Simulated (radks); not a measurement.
Results of a calculation; reference values are marked as such.
N II, configuration [He] 2s2 2p1 3s1 (not the ground configuration). Level of theory: non-relativistic Kohn-Sham, B86b exchange with PBE correlation, spin-unpolarised, spherical densities, point nucleus (a radial shooting solver on a logarithmic mesh with Libxc functionals).

Unscreened Slater integrals over Kohn-Sham orbitals (hartree). Empty in this configuration: 3p.

| integral | value |
|---|---|
| F0(3s,3s) | 0.23756 |
| F0(3s,2p) | 0.31048 |
| G1(3s,2p) | 0.024533 |
| F0(3s,2s) | 0.30952 |
| G0(3s,2s) | 0.019029 |
| F0(3s,1s) | 0.34162 |
| G0(3s,1s) | 0.0094586 |
| F0(3s,3p) | 0.22373 |
| G1(3s,3p) | 0.14990 |
| F0(2p,2p) | 0.79480 |
| F2(2p,2p) | 0.36845 |
| F0(2p,2s) | 0.77765 |
| G1(2p,2s) | 0.47493 |
| F0(2p,1s) | 1.1155 |
| G1(2p,1s) | 0.13318 |
| F0(2p,3p) | 0.28424 |
| F2(2p,3p) | 0.052597 |
| G0(2p,3p) | 0.021429 |
| G2(2p,3p) | 0.021449 |
| F0(2s,2s) | 0.76813 |
| F0(2s,1s) | 1.0814 |
| G0(2s,1s) | 0.085551 |
| F0(2s,3p) | 0.28261 |
| G1(2s,3p) | 0.017971 |
| F0(1s,1s) | 4.1076 |
| F0(1s,3p) | 0.31388 |
| G1(1s,3p) | 0.014153 |
| F0(3p,3p) | 0.21236 |
| F2(3p,3p) | 0.11039 |

Derived for the open shells (J is the average intra-shell exchange parameter used in DFT+U). 2p: J = F2/5 = 0.07369 hartree.
